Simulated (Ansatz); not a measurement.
The same bond dissociation along the group C, Si, Ge.

Program: Ansatz. Geometries: PBE0-D4/def2-TZVP. ΔE: electronic, gas phase. CBS: MP2 limit from def2 TZ/QZ plus the TZ coupled-cluster correction, frozen cores. This one scheme is used for every species. Functionals use def2-TZVPP. Open shells (•) are unrestricted, without spin–orbit coupling. For Ge outer-core shells are correlated without core-valence functions, which leaves a few kJ/mol of doubt a bond. Scalar relativity is left out up to krypton.

```tsv
reaction	ωB97M-V (kJ/mol)	CCSD/CBS(def2) (kJ/mol)	PBE0-D4 (kJ/mol)	CCSD(T)/CBS(def2) (kJ/mol)
`CC(F)F` → `F[CH]F`• + `[CH3]`•	432	423	416	432
`F[SiH](F)[SiH3]` → `F[SiH]F`• + `[SiH3]`•	343	338	327	343
`[F][GeH]([F])[GeH3]` → `[F][GeH][F]`• + `[GeH3]`•	297	316	297	321
```

Largest T1 diagnostic: 0.015, for `F[CH]F`•.
